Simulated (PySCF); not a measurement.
BrCdF. Atoms are numbered in the order given.

```xyz
3

Cd     0.0000     0.0000    -0.7249
F      0.0000     0.0000    -2.6718
Br     0.0000     0.0000     1.6812
```
Charge 0, spin multiplicity 1.

Geometry: B3LYP-D3(BJ)/def2-TZVP. The def2 effective core potentials stand for the cores of Cd; spin–orbit coupling is left out.

Method: B3LYP-D3(BJ)/def2-TZVP run with PySCF.

Frequencies are harmonic and unscaled.

Modes within 1.5 cm⁻¹ of each other (mostly degenerate sets) share a row, with their intensities summed.

```
mode  ν (cm⁻¹)  IR (km/mol)  moving atoms (share of kinetic energy)
----  --------  -----------  --------------------------------------
1–2        100         35.6                 F 59 %, Cd 32 %, Br 9 %
3          253          4.9                 Br 62 %, Cd 29 %, F 9 %
4          578         80.7                         F 82 %, Cd 18 %
```
